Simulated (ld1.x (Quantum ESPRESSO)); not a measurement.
# Au: one change to a TM potential, before and after

Au (Z = 79), norm-conserving Troullier–Martins (Kleinman–Bylander form), made with ld1.x (Quantum ESPRESSO) 7.5 (PBE, scalar-relativistic). Core [Xe] 4f14, reference 5d9 6s2 6p0. Waves: 6s (bound): rc 2.05 bohr; 6p (bound, empty): rc 3.20 bohr; 5d (bound): rc 1.85 bohr; 5f channel at -0.15 Ry: rc 2.90 bohr. Local part: all-electron potential smoothed inside 3.00 bohr (lloc = -1). Core correction: a·sin(br)/r model core, default radius (core density twice the valence density).

Change: local potential all-electron potential smoothed inside 1.16 bohr (lloc = -1).

Cutoffs: the cutoffs (Ry, on a coarse ladder) from which the occupation-weighted sum of valence levels, in a spherical-Bessel basis at the reference potential, stays within 10 and 1 mRy of its value at 400 Ry; they do not see the model core or the augmentation charge, which bear on the density cutoff. Errors are all-electron minus pseudo energies relative to the spin-unpolarised reference configuration.

Problem. What does the change do?

Solution. The potential gets softer (45 Ry and 70 Ry → 45 Ry and 55 Ry); a bound ghost appears in p, s, which as a rule spoils a file; of the 7 tests that both files solve, the error grows in 0 and shrinks in 6 by more than 15 % and 0.3 meV (median size 107.5 → 72.3 meV); the range in which the s phases agree narrows (upper end 1.5 → 0.5); the range in which the d phases agree widens (upper end 0.6 → 4.5). In the separable form a ghost depends on how the local part lies against the semilocal potential of the channel, so the choice of the local part can create or remove one.

| quantity | base | changed |
| --- | --- | --- |
| cutoff, loose | 45 Ry | 45 Ry |
| cutoff, tight | 70 Ry | 55 Ry |
| loose cutoff by channel (10 mRy a level) | s 8 Ry, d 40 Ry | s 8 Ry, d 35 Ry |
| bound ghosts | none | s, p |
| error for 5d10 6s1 6p0, meV [ΔE -1.69 eV] | -81 | -45 |
| error for 5d10 6s0 6p0, meV [ΔE 7.72 eV] | -141 | -111 |
| error for 5d9 6s0 6p0, meV [ΔE 28.92 eV] | -63 | -57 |
| error for 5d9 6s1 6p1, meV [ΔE 5.80 eV] | -4.7 | -3.3 |
| error for 5d10 6s0.5 6p0, meV [ΔE 2.08 eV] | -108 | -74 |
| error for 5d7 6s0 6p0, meV [ΔE 110.51 eV] | -615 | -259 |
| error for 5d8 6s0 6p0, meV [ΔE 62.80 eV] | -181 | -72 |
| s: phases at 3.49 bohr within 0.05 rad from the reference energy up to (Ry; the scan ends near 5) | 1.5 | 0.5 |
| p: phases at 3.49 bohr within 0.05 rad from the reference energy up to (Ry; the scan ends near 5) | 1.7 | 1.6 |
| d: phases at 3.49 bohr within 0.05 rad from the reference energy up to (Ry; the scan ends near 5) | 0.6 | 4.5 |
| f: phases at 3.49 bohr within 0.05 rad from the reference energy up to (Ry; the scan ends near 5) | 2.9 | 3.1 |

Changed file: These tests converged, but a pseudo level misses the all-electron one widely, so the file describes the atom poorly there or has found another state: 5d9 6s0 6p0: empty 6p by 2.1 eV (a node warning on the way); 5d7 6s0 6p0: empty 6s by 9.2 eV (a node warning on the way); 5d8 6s0 6p0: empty 6s by 4.3 eV. A true bound ghost makes a file unfit for plane-wave use even where its test errors are small: the radial tests pick states by their node count and pass the ghost by.
